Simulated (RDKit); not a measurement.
Input file for RDKit: UFF on SiH4 (SMILES [SiH4]).

```python
from rdkit import Chem
from rdkit.Chem import AllChem, rdDetermineBonds

blocks = [
'''5

Si    0.00000000   -0.00000000   -0.00000000
H     0.85467615    0.85467615    0.85467615
H    -0.85467615   -0.85467615    0.85467615
H    -0.85467615    0.85467615   -0.85467615
H     0.85467615   -0.85467615   -0.85467615
''',
]
mol = None
for b in blocks:
    f = Chem.MolFromXYZBlock(b)
    rdDetermineBonds.DetermineBonds(f, charge=0)
    mol = f if mol is None else Chem.CombineMols(mol, f)
Chem.SanitizeMol(mol)
print(Chem.MolToSmiles(Chem.RemoveHs(mol)))
ff = AllChem.UFFGetMoleculeForceField(mol, vdwThresh=100.0, ignoreInterfragInteractions=False)
e = ff.CalcEnergy()
print(f'UFF energy {e:.6f} kcal/mol')
```

Program output:

```
[SiH4]
UFF energy 0.066533 kcal/mol
```

The run finished.

Cost: around 0.020 core-seconds (rough).
